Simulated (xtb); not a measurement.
C₃H₉B, SMILES B(C)(C)C. All values are semi-empirical tight-binding results from xtb (GFN2-xTB unless named), good for trends rather than for accurate numbers. Geometry optimised at GFN2-xTB. The isomer is the one that the SMILES or the coordinates give; other isomers of the formula were not compared.

Optimised geometry:

```xyz
13

B     -0.0010     0.0029     0.0043
C      1.5171    -0.1514    -0.3964
H      1.9015    -1.1495    -0.1945
H      2.1130     0.5261     0.2166
H      1.7312     0.0908    -1.4347
C     -0.5386    -0.6609     1.3307
H     -1.1540    -1.5229     1.0712
H     -1.1874     0.0073     1.8940
H      0.2422    -1.0163     1.9989
C     -0.9789     0.8131    -0.9322
H     -1.9691     0.9758    -0.5139
H     -1.1076     0.2847    -1.8770
H     -0.5627     1.7848    -1.1945
```
Charge 0, spin multiplicity 1.

Computed properties:
| Quantity | Value |
|---|---|
| orbital gap | 4.95 eV |
| dipole moment | 0.05 D |
| zero-point energy | 70.6 kcal/mol |
| G − E(el) at 298.15 K (modified RRHO) | 51.6 kcal/mol |
| static polarisability (D4 model) | 50.6 bohr³ |
| solvation energy, GFN2-xTB/ALPB(water) | -0.3 kcal/mol |
| solvation energy, GFN2-xTB/ALPB(toluene) | -3.6 kcal/mol |

Task: Give the IR lines (harmonic; lines under 4 % of the strongest left out, lines within 3 cm⁻¹ merged). (The exact figures need the calculation; the answer reports its results.)

Result: ν (cm⁻¹): 917 (s), 1182 (vs), 1383 (m), 3001 (m), 3022 (m), 3035 (m), 3038 (m) (against the strongest line: vs over 80 %, s over 45 %, m over 15 %, w over 4 %, vw less)

Computed atomic charges and the Wiberg bond orders between heavy atoms:
charges (e) B1 0.26, C2 -0.19, H3 0.03, H4 0.04, H5 0.03, C6 -0.19, H7 0.05, H8 0.04, H9 0.03, C10 -0.19, H11 0.03, H12 0.04, H13 0.04. Bond orders B1–C2 1.04, B1–C6 1.04, B1–C10 1.04.
